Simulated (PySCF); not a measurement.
Vanadium: highly charged ions in a basis for the neutral atom

V¹⁶⁺ [He] 2s2 2p3, V¹⁷⁺ [He] 2s2 2p2. All numbers are calculated (PySCF 2.14, no relativity, point nucleus, in def2-SVP (5s3p2d1f, 31 functions)). No spin-orbit coupling, so a gap to NIST mixes the basis error with missing relativistic terms.

Changed run: basis of the neutral atom used for a highly charged ion. This setting is unsound on purpose.

```csv
species,method,sound run (hartree),changed run (hartree),converged
V¹⁶⁺,UHF,not run,-763.69786,yes
V¹⁶⁺,BP86,not run,-763.93355,yes
V¹⁶⁺,LDA,not run,-761.77819,yes
V¹⁷⁺,UHF,not run,-720.58580,yes
V¹⁷⁺,BP86,not run,-720.84206,yes
V¹⁷⁺,LDA,not run,-718.69470,yes
```

Ionisation energy of V¹⁶⁺:

```csv
method,changed run (eV),NIST (eV)
UHF,1173.1,1165.2 ± 1.1
BP86,1172.6,1165.2 ± 1.1
LDA,1172.4,1165.2 ± 1.1
```

The contracted functions were made for the neutral atom and can be too rigid for a highly charged ion.
